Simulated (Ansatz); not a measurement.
Input for Ansatz (a first-principles code): R-CCSD(T)/cc-pVTZ on C2H2 (SMILES C#C).

Ansatz 0.2 input:
```yaml
crystal:
  periodic: [false, false, false]
  atoms:
    - {symbol: C, position_ang: [0.00000207, 0.31534915, 0.50855001]}
    - {symbol: C, position_ang: [0.00000207, -0.31534915, -0.50855001]}
    - {symbol: H, position_ang: [-0.00000207, 0.87565529, 1.41153128]}
    - {symbol: H, position_ang: [-0.00000207, -0.87565529, -1.41153128]}
basis:
  gaussian:
    orbitals: cc-pVTZ
magnetization: {spin_polarized: false}
correlation: {method: ccsd_t, electrons: outside_noble_gas}
scf: {lower_state_search: off}
```

Program output:

```
WARN ansatz: RAYON_NUM_THREADS=1 ignored (pool sized by the plan → 1); use --threads N
Functional definition: HF
these checks for a lower state are left out or cut short: stability, starts, cluster_reference, orbital_swaps, neighbouring_geometries, increment
integrals: 0.07 GiB planned
498 factors; integrals over basis functions are off by at most 8.5e-4 eV
mean field: 0.10 GiB planned
mean field evaluation 1: about -2089.8118 eV, gradient 2.3e1 eV
mean field evaluation 2: about -2089.8171 eV, gradient 2.3e1 eV
mean field evaluation 4: about -2091.1823 eV, gradient 1.7e0 eV
mean field evaluation 8: about -2091.1922 eV, gradient 3.1e-5 eV
mean field -2091.19219150 eV, -76.8498955765 hartree, gradient 1.3e-6 eV, S^2 0.000000; 0 other end points of the search recorded, 0 dependent functions left out
2 core orbitals not correlated
reference -2091.19219150 eV, -76.8498955765 hartree; 5, 5 occupied and 81, 81 virtual orbitals, 498 factors
second order -8.40557771 eV of doubles, -0.00000000 eV of singles
coupled cluster: 0.18 GiB planned
cycle   1  -8.41694849 eV  change   -1.1e-2 eV  update   7.1e-2
cycle   2  -8.67652514 eV  change   -2.6e-1 eV  update   2.2e-2
cycle   3  -8.73527303 eV  change   -5.9e-2 eV  update   1.1e-2
cycle   4  -8.73850408 eV  change   -3.2e-3 eV  update   3.0e-3
cycle   5  -8.74020767 eV  change   -1.7e-3 eV  update   7.4e-4
cycle   6  -8.74034783 eV  change   -1.4e-4 eV  update   1.8e-4
cycle   7  -8.74041193 eV  change   -6.4e-5 eV  update   3.8e-5
cycle   8  -8.74042486 eV  change   -1.3e-5 eV  update   1.0e-5
cycle   9  -8.74042173 eV  change    3.1e-6 eV  update   2.3e-6
perturbative correction -0.44161876 eV, -0.0162291903 hartree
Total energy: -2100.37423199 eV, -77.1873293408 hartree
Checks for a lower state left out: stability, starts, cluster_reference, orbital_swaps, neighbouring_geometries, increment
```

The calculation finished and met its thresholds.

Cost: roughly 3.0 core-seconds.
